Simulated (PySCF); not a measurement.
PBEsol single point of triplet HPdN at its PBE0 minimum.

An equivalent PySCF input for this run (the driver started from the density of an earlier step):

```python
from pyscf import gto, scf, dft
mol = gto.M(atom='''
Pd    -0.133639    -0.005042     0.156164
N      0.943186     0.035588    -1.265826
H      1.061397     0.040048     1.131278''',
    basis={'Pd': 'def2-TZVP', 'N': 'def2-TZVP', 'H': 'def2-TZVP'},
    ecp={'Pd': 'def2-TZVP'},
    charge=0, spin=2)
mf = dft.UKS(mol, xc='PBEsol')
mf.grids.atom_grid = (75, 302)
aux = {'Pd': 'def2-universal-JKFIT', 'N': 'def2-universal-JKFIT', 'H': 'def2-universal-JKFIT'}
mf = mf.density_fit(auxbasis=aux)
mf.conv_tol = 1e-08
mf.diis_space = 10
mf.max_cycle = 60
mf.verbose = 4
mf.kernel()
```

SCF log (excerpt):

```
init E= -182.732952213044
cycle= 1 E= -182.73049704965  delta_E= 0.00246  |g|= 0.161  |ddm|= 0.208
cycle= 2 E= -182.602907097332  delta_E= 0.128  |g|= 0.604  |ddm|= 0.391
cycle= 3 E= -182.725126338136  delta_E= -0.122  |g|= 0.166  |ddm|= 0.396
cycle= 4 E= -182.738566022451  delta_E= -0.0134  |g|= 0.0218  |ddm|= 0.106
cycle= 5 E= -182.738696518195  delta_E= -0.00013  |g|= 0.0134  |ddm|= 0.0262
cycle= 6 E= -182.738794281044  delta_E= -9.78e-05  |g|= 0.00127  |ddm|= 0.0122
cycle= 7 E= -182.738794760613  delta_E= -4.8e-07  |g|= 0.000884  |ddm|= 0.00139
cycle= 8 E= -182.738795121964  delta_E= -3.61e-07  |g|= 0.000117  |ddm|= 0.00089
cycle= 9 E= -182.738795133956  delta_E= -1.2e-08  |g|= 8.03e-05  |ddm|= 0.000286
cycle= 10 E= -182.738795137131  delta_E= -3.17e-09  |g|= 8.9e-06  |ddm|= 0.000106
Extra cycle  E= -182.738795136788  delta_E= 3.43e-10  |g|= 2.73e-05  |ddm|= 3.52e-05
converged SCF energy = -182.738795136788  <S^2> = 2.0197292  2S+1 = 3.0131241
```

With open d or f shells other occupations or spin states may lie lower.

This run, together with those of the ionised and electron-attached species (not shown), took 3.6 s on 2 threads of a shared AMD EPYC 9R45 96-Core (Zen 5) host, with 77 basis functions; the process peaked at 0.73 GiB.
